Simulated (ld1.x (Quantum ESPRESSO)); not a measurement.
Al: one change to a TM potential, before and after

aluminium, norm-conserving Troullier–Martins (Kleinman–Bylander form), made with ld1.x (Quantum ESPRESSO) 7.5 (PBE, scalar-relativistic). Core [Ne], reference 3s2 3p1. Waves: 3s (bound): rc 2.20 bohr; 3p (bound): rc 2.10 bohr; 3d channel at 0.05 Ry: rc 2.05 bohr. Local part: all-electron potential smoothed inside 1.75 bohr (lloc = -1). Core correction: a·sin(br)/r model core inside 1.80 bohr.

Change: functional PW91.

Cutoffs: the cutoffs (Ry, on a coarse ladder) from which the occupation-weighted sum of valence levels, in a spherical-Bessel basis at the reference potential, stays within 10 and 1 mRy of its value at 400 Ry; they do not see the model core or the augmentation charge, which bear on the density cutoff. Errors are all-electron minus pseudo energies relative to the spin-unpolarised reference configuration.

What does the change do?

The potential gets neither clearly harder nor softer (10 Ry and 25 Ry → 10 Ry and 25 Ry); of the 7 tests that both files solve, the error grows in 3 and shrinks in 0 by more than 15 % and 0.3 meV (median size 0.8 → 1.3 meV); neither file shows a bound ghost.

| quantity | base | changed |
| --- | --- | --- |
| cutoff, loose | 10 Ry | 10 Ry |
| cutoff, tight | 25 Ry | 25 Ry |
| bound ghosts | none | none |
| error for 3s2 3p0, meV [ΔE 5.76 → 5.80 eV] | +0.2 | +1.1 |
| error for 3s1 3p0, meV [ΔE 24.99 → 25.08 eV] | +7.8 | +7.5 |
| error for 3s2 3p0.5, meV [ΔE 2.09 → 2.10 eV] | +0.1 | +0.2 |
| error for 3s2 3p1.3, meV [ΔE -0.57 → -0.58 eV] | +0.1 | +0.1 |
| error for 3s0 3p3, meV [ΔE 10.45 → 10.47 eV] | -0.9 | -5.5 |
| error for 3s1 3p2, meV [ΔE 5.14 → 5.15 eV] | -0.8 | -1.6 |
| error for 3s1 3p1, meV [ΔE 11.57 → 11.62 eV] | +1.3 | +1.3 |
| s: phases at 2.41 bohr within 0.05 rad from the reference energy up to (Ry; the scan ends near 5) | 1.9 | 1.8 |
| p: phases at 2.41 bohr within 0.05 rad from the reference energy up to (Ry; the scan ends near 5) | 2.9 | 2.8 |
| d: phases at 2.41 bohr within 0.05 rad from the reference energy up to (Ry; the scan ends near 5) | 4.5 | 4.5 |
